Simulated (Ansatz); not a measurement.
The cation of `Cc1ccc(N)cc1Cl` at the neutral geometry.

```yaml
crystal:
  periodic: [false, false, false]
  atoms:
    - {symbol: C, position_ang: [2.528398, -0.922553, -0.092091]}
    - {symbol: C, position_ang: [1.118825, -0.428411, -0.052984]}
    - {symbol: C, position_ang: [0.329966, -0.374629, -1.198121]}
    - {symbol: C, position_ang: [-0.975589, 0.078877, -1.184277]}
    - {symbol: C, position_ang: [-1.559362, 0.508709, 0.006897]}
    - {symbol: N, position_ang: [-2.883584, 0.912384, 0.050586]}
    - {symbol: C, position_ang: [-0.792068, 0.465673, 1.169120]}
    - {symbol: C, position_ang: [0.511347, 0.006511, 1.121876]}
    - {symbol: Cl, position_ang: [1.412570, -0.018504, 2.602024]}
    - {symbol: H, position_ang: [3.231200, -0.157437, 0.248518]}
    - {symbol: H, position_ang: [2.802898, -1.210857, -1.107505]}
    - {symbol: H, position_ang: [2.667130, -1.789677, 0.559198]}
    - {symbol: H, position_ang: [0.761785, -0.702588, -2.138061]}
    - {symbol: H, position_ang: [-1.551877, 0.097098, -2.103171]}
    - {symbol: H, position_ang: [-3.130001, 1.507911, 0.823753]}
    - {symbol: H, position_ang: [-3.262098, 1.241397, -0.822107]}
    - {symbol: H, position_ang: [-1.209531, 0.786097, 2.116337]}
basis:
  gaussian: {orbitals: def2-TZVPP}
total_charge: 1
magnetization: {spin_polarized: true, initial_magnetization: 1}
hamiltonian: {xc: {name: B3LYP}, dispersion: d4}
```

```sh
$ ansatz run in.yaml --threads 2 --pin off --events-out ev --progress --plain --max-ram 22528MiB --backend cuda --devices 0, --max-vram 18GiB
```

Shortened log:

```
Functional definition: B3LYP
  name "B3LYP"
  cite "Stephens, Devlin, Chabalowski & Frisch, J. Phys. Chem. 98, 11623 (1994) doi:10.1021/j100096a001"
  cite "Becke, Phys. Rev. A 38, 3098 (1988) doi:10.1103/PhysRevA.38.3098"
  cite "Lee, Yang & Parr, Phys. Rev. B 37, 785 (1988) doi:10.1103/PhysRevB.37.785"
  cite "Vosko, Wilk & Nusair, Can. J. Phys. 58, 1200 (1980) doi:10.1139/p80-159"
  parameter a0 = 0.2
  parameter ax = 0.72
  parameter ac = 0.81
  exchange = (1 - a0 - ax)*slater_x + ax*b88_x + a0*exact_x
  correlation = (1 - ac)*vwn_rpa_c + ac*lyp_c
2200 factors; their error is unknown
mean field evaluation 1: about -21366.4792 eV, gradient 7.9e1 eV
mean field evaluation 2: about -21250.7206 eV, gradient 1.6e2 eV
mean field evaluation 4: about -21392.1605 eV, gradient 3.4e1 eV
mean field evaluation 8: about -21398.9359 eV, gradient 1.0e0 eV
mean field evaluation 16: about -21398.9546 eV, gradient 1.6e-2 eV
mean field -21398.95460065 eV, -786.3970768413 hartree, gradient 4.5e-5 eV, S^2 0.763352; 2 other end points of the search recorded, 0 dependent functions left out
reference -21398.95491635 eV, -786.3970884431 hartree; 37, 36 occupied and 365, 366 virtual orbitals, 2200 factors
Total energy: -21399.73092139 eV, -786.4256061024 hartree
```

It took 6.5 s on 2 threads of an AMD EPYC 7R13 on a shared host and a share of an NVIDIA H100 80 GB, with 1 GiB of host memory at the peak.
